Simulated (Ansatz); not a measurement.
`[CH3][AlH][I]` and `[CH3][AlH][Br]` differ in one element.

Ansatz, PBE0-D4/def2-TZVP geometries, multiplicity 1. 

Elements past krypton have def2 core potentials. Scalar relativity is left out up to krypton.

```json
{"property": "HOMO energy (PBE0/def2-TZVPP) / eV", "`[CH3][AlH][I]`": "-7.49"}
{"property": "HOMO energy (ωB97M-V/def2-TZVPP) / eV", "`[CH3][AlH][I]`": "-9.60"}
{"property": "size of the dipole moment (ωB97M-V/def2-TZVPP) / D", "`[CH3][AlH][I]`": "1.85"}
{"property": "size of the dipole moment (B3LYP/def2-TZVPP) / D", "`[CH3][AlH][I]`": "1.75"}
{"property": "LUMO energy (PBE0/def2-TZVPP) / eV", "`[CH3][AlH][I]`": "-1.42"}
{"property": "HOMO energy (B3LYP/def2-TZVPP) / eV", "`[CH3][AlH][I]`": "-7.24"}
```

(1) Give the same properties after the change, and the shifts. (An estimate is asked.)

Results:

(1) The calculation gave: 
```json
{"property": "HOMO energy (PBE0/def2-TZVPP) / eV", "`[CH3][AlH][Br]`": "-8.01", "shift": "-0.52"}
{"property": "HOMO energy (ωB97M-V/def2-TZVPP) / eV", "`[CH3][AlH][Br]`": "-10.20", "shift": "-0.60"}
{"property": "size of the dipole moment (ωB97M-V/def2-TZVPP) / D", "`[CH3][AlH][Br]`": "1.90", "shift": "0.05"}
{"property": "size of the dipole moment (B3LYP/def2-TZVPP) / D", "`[CH3][AlH][Br]`": "1.86", "shift": "0.11"}
{"property": "LUMO energy (PBE0/def2-TZVPP) / eV", "`[CH3][AlH][Br]`": "-1.26", "shift": "0.16"}
{"property": "HOMO energy (B3LYP/def2-TZVPP) / eV", "`[CH3][AlH][Br]`": "-7.78", "shift": "-0.54"}
```

With PBE0 the HOMO falls by 0.52 eV and the LUMO rises by 0.16 eV, so the gap widens by about 0.68 eV. PBE moves the HOMO by -0.40 eV and ωB97M-V by -0.60 eV. Dipoles are sizes alone; their direction can turn.

B3LYP here is the variant with VWN-RPA as its local correlation; programs differ in this.

Spin–orbit coupling is left out; it splits and shifts lone-pair levels of the heavy atoms by tenths of an eV.
